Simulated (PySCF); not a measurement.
Si(H)(NH2)3 (H₇N₃Si), SMILES N[SiH](N)N. Geometry: PBE-D3(BJ)/def2-SVP. The values are those of a single conformer.

**Question.** Give the equilibrium geometry at PBE-D3(BJ)/def2-SVP (PySCF confirms it by a frequency run) as Cartesian coordinates in Å, and its point group. (The exact figures need the calculation; the answer reports its results.)

**Answer.** Several could match; the one computed here: point group Cs.
```xyz
11

Si     0.3386     0.0825     0.0000
N     -0.2291     0.6732    -1.5422
N     -0.2291     0.6732     1.5422
N     -0.1656    -1.5805     0.0000
H      1.7983     0.4688     0.0000
H      0.1515     1.5531    -1.8981
H     -1.2221     0.5910    -1.7766
H      0.1515     1.5531     1.8981
H     -1.2221     0.5910     1.7766
H     -0.0156    -2.1367    -0.8441
H     -0.0156    -2.1367     0.8441
```
